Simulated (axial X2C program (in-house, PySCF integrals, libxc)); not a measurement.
**Levels of LiIn⁺ by electron attachment to LiIn²⁺ (EOM-EA-CCSD)**

Computed with an in-house all-electron X2C program for linear molecules (integrals from PySCF): two-component X2C with atomic mean-field Coulomb and Gaunt terms, Gaussian nuclei, basis In dyall-acv3z, Li dyall-acv3z with contracted cores.

R = 3.354 Å (1.045 times 3.210 Å, the PBE0 minimum at charge 1 for the lowest determinant).

Levels of LiIn⁺ obtained by attaching an electron to LiIn²⁺:

```
  Ω  binding energy (eV)  above lowest (cm⁻¹)                  attached spinor  one-particle weight
1/2               10.758                    0   63% In pσ, 19% Li sσ, 9% Li pσ                 0.97
1/2                9.746                 8165              85% In pπ, 8% Li pπ                 0.97
3/2                9.583                 9481              85% In pπ, 9% Li pπ                 0.97
1/2                7.885                23180  51% Li sσ, 16% In pσ, 14% Li pσ                 0.98
1/2                6.887                31225   70% Li pπ, 18% In dπ, 9% In pπ                 0.97
3/2                6.868                31378   69% Li pπ, 18% In dπ, 9% In pπ                 0.97
1/2                5.866                39457  56% Li pσ, 21% In sσ, 11% In pσ                 0.95
```

(1) What is the splitting of the first π pair in the table, and is it regular or inverted?

This point took 12 s on 1 thread of Arm Neoverse V1, on a shared host.

Reference electrons by ω block (each with its −ω partner): 1/2: 16, 3/2: 7, 5/2: 2. 12 electrons of LiIn²⁺ correlated (inner shells frozen), 92 natural virtual spinors (a truncated set); levels can be off by some tenths of an eV. Roots sought by Ω: (1/2: 5, 3/2: 4, 5/2: 2, 7/2: 1); rows need 60 % one-particle weight and stop where some Ω has no more roots. Missing are any skipped roots, higher Ω and states of a further excitation; these come out far too high here and may in truth be low or lowest. T1 of the reference 0.014 (Lee–Taylor). The reference was not checked to be the lowest state of its species. Number of frozen shells: In 4 s, 3 p, 1 d; Li 1 s.

Results:

(1) E(3/2) − E(1/2) = 9481 − 8165 = 1316 cm⁻¹ at EOM-EA-CCSD: regular, Ω = 1/2 lower. Splittings at this level can be off by ten to twenty per cent.
